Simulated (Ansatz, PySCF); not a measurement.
Sb(Cl)(SiH3)2 (ClH6SbSi2), SMILES [SiH3][Sb]([SiH3])[Cl].

Coordinates come from a B3LYP-D3(BJ)/def2-SVP optimisation. The structure was generated by enumeration; whether it is a known compound was not checked. The def2 effective core potentials stand for the cores of Sb; spin–orbit coupling is left out.

Vertical ionisation energy (IE) and electron affinity (EA) in eV. Rows of orbital energies are one-electron estimates. Where ΔSCF, EOM or ADC give a negative EA the extra electron is unbound and the value depends on the basis.

| level | IE | EA |
|---|---|---|
| −ε(HOMO), −ε(LUMO), ωB97X/def2-TZVP (PySCF) | 9.29 | 0.18 |
| −ε(HOMO), −ε(LUMO), PBE/def2-TZVP (PySCF) | (withheld) | (withheld) |
| ΔSCF, PBE0/def2-SVPD (Ansatz), final states of multiplicity 2 and 2 | 8.98 | 0.68 |
| ΔSCF, PBE/def2-SVPD (Ansatz), final states of multiplicity 2 and 2 | 8.78 | 0.67 |

Question: Some entries are withheld; supply them. (The exact figures need the calculation; the answer reports its results.)

Answer: 
- −ε(HOMO), −ε(LUMO), PBE/def2-TZVP (PySCF), IE: 6.22
- −ε(HOMO), −ε(LUMO), PBE/def2-TZVP (PySCF), EA: 2.92

Question: What vertical singlet–triplet gap does ΔSCF give with PBE0/def2-SVPD (Ansatz, an electronic-structure program) and with PBE/def2-SVPD (Ansatz)? (An estimate is asked for; the answer gives what the named calculation found.)

Answer: 3.15 and 3.04 eV (triplet above singlet where positive).
